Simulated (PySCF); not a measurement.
Molecule: C2H7O2Si, charge -1, multiplicity 1. It need not be the lowest isomer of its formula. Whether it binds its extra electron was not tested at this geometry. SMILES: C[Si](C)([O-])O
Coordinates optimised at B3LYP-D3(BJ)/def2-TZVP (Ansatz):
```
Si
O 1 1.5539
O 1 1.7129 2 114.22
H 3 0.9613 1 111.69 2 -180.00
C 1 1.9191 2 115.57 3 -119.33
H 5 1.0942 1 109.73 2 58.19
H 5 1.0947 6 107.60 1 120.45
H 5 1.0976 6 107.88 7 115.85
C 1 1.9191 2 115.57 3 119.33
H 9 1.0942 1 109.73 2 -58.19
H 9 1.0947 10 107.60 1 -120.45
H 9 1.0976 10 107.88 11 -115.85
```
Charge -1, spin multiplicity 1.

Dispersion corrections to the total energy (kcal/mol) from the dftd3 and dftd4 libraries through PySCF: D3(BJ) without and D4 with the three-body term, each with the damping fitted for the functional named.

```tsv
functional	D3(BJ)	D4
BLYP	-11.98	___
BHLYP	-7.77	-7.62
revPBE	___	-19.97
r2SCAN	-1.60	-1.64
B2PLYP	-4.61	-4.53
PBE0	-4.91	-5.47
B3LYP	-9.82	___
```

### Question
Complete the blanks.

### Answer

- BLYP, D4: -14.21
- revPBE, D3(BJ): -13.98
- B3LYP, D4: -10.36
